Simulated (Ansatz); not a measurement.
C4H8O3 (`COCCOC=O`). The species carries charge 0 and has multiplicity 1. Geometry: relaxed with PBE0-D4/def2-TZVP. It is one conformer, not always the lowest.

```xyz
15

C     0.385    0.412    1.827
O    -0.751    0.594    1.017
C    -0.483    1.184   -0.221
C     0.203    0.267   -1.211
O    -0.645   -0.843   -1.520
C    -0.369   -2.002   -0.927
O     0.559   -2.237   -0.210
H     0.029    0.077    2.802
H     0.932    1.357    1.955
H     1.061   -0.349    1.424
H     0.140    2.086   -0.104
H    -1.449    1.492   -0.629
H     1.159   -0.100   -0.838
H     0.363    0.800   -2.151
H    -1.134   -2.738   -1.215
```

(1) What is the dipole moment at B3LYP/def2-TZVPP? (An estimate is asked.)

(2) And with PBE, r2SCAN, ωB97M-V? (An estimate is asked.)

(3) Give the Mulliken charges with B3LYP, r2SCAN, ωB97M-V in def2-TZVPP. (Estimate.)

## Answers

(1) Computed: 2.05 D, with components (0.27, 1.71, -1.11) D in this frame, pointing from negative to positive charge.

(2) The calculation gave: PBE 2.00 D, r2SCAN 2.05 D, ωB97M-V 2.02 D.

(3) Computed: 
| atom | B3LYP | r2SCAN | ωB97M-V |
| --- | --- | --- | --- |
| C1 | -0.12 | 0.00 | -0.18 |
| O2 | -0.33 | -0.33 | -0.31 |
| C3 | 0.04 | 0.13 | -0.03 |
| C4 | 0.02 | 0.07 | -0.08 |
| O5 | -0.25 | -0.25 | -0.24 |
| C6 | 0.23 | 0.30 | 0.26 |
| O7 | -0.32 | -0.34 | -0.33 |
| H8 | 0.11 | 0.07 | 0.13 |
| H9 | 0.08 | 0.04 | 0.10 |
| H10 | 0.10 | 0.07 | 0.12 |
| H11 | 0.05 | 0.02 | 0.09 |
| H12 | 0.09 | 0.04 | 0.11 |
| H13 | 0.09 | 0.08 | 0.13 |
| H14 | 0.10 | 0.05 | 0.13 |
| H15 | 0.10 | 0.07 | 0.11 |

B3LYP here is the variant with VWN-RPA as its local correlation; programs differ in this.
